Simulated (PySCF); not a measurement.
**Electron correlation in K⁺ (potassium, charge +1)**

[Ar], closed-shell 1S. Computed with PySCF 2.14 in aug-cc-pwCVTZ-X2C with one added diffuse shell each of s, p, d, f type (10s9p7d4f, 100 functions), with the spin-free X2C one-electron Hamiltonian (Gaussian nucleus). Frozen: [Ne]; 8 electrons correlated.

| level | correlation energy (mhartree) |
| --- | --- |
| CCSD | -210.08 |
| (T) | -4.54 |
| CCSD(T) | -214.62 |

Diagnostics: T1 = 0.0014, D1 = 0.0021, largest double amplitude 0.029.

Cost of the coupled-cluster step: roughly 6 core-seconds, for 8 correlated electrons.
